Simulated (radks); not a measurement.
Results of a calculation; reference values are marked as such.
Neutral nitrogen, configuration [He] 2s2 2p3.

Code: a radial shooting solver on a logarithmic mesh with Libxc functionals. Model: Dirac Kohn-Sham, PBE, spin-unpolarised, spherical densities, finite nucleus; open shells are shared between the two j in proportion to 2j + 1; Fermi nuclear charge, rms radius 2.5582 fm.

Energy parts (eV):
| part | energy |
|---|---|
| total | -1481.743 |
| kinetic | 1478.885 |
| electron-nucleus | -3486.235 |
| Hartree | 704.294 |
| exchange-correlation | -178.686 |

Orbitals (lengths in bohr, moments of r in powers of bohr):
orbital,occ.,eigenvalue (eV),<r>
1s1/2,2,-384.7122,0.2297
2s1/2,2,-18.5824,1.320
2p1/2,1,-7.1023,1.483
2p3/2,2,-7.0832,1.485

The highest occupied level is 2p3/2 at -7.083 eV. The electron density at the nucleus is 211.7 e/bohr^3. For comparison, the ionisation energy in NIST's Atomic Spectra Database is 14.534 eV (measured). In exact Kohn-Sham theory the highest level is minus the ionisation energy, but local and semilocal functionals leave it too shallow, through self-interaction and a potential that decays too fast; potentials with the right tail come closer.

Beside tabulated values, note that spin-unpolarised runs miss the spin-polarisation part of the exchange energy of open shells.
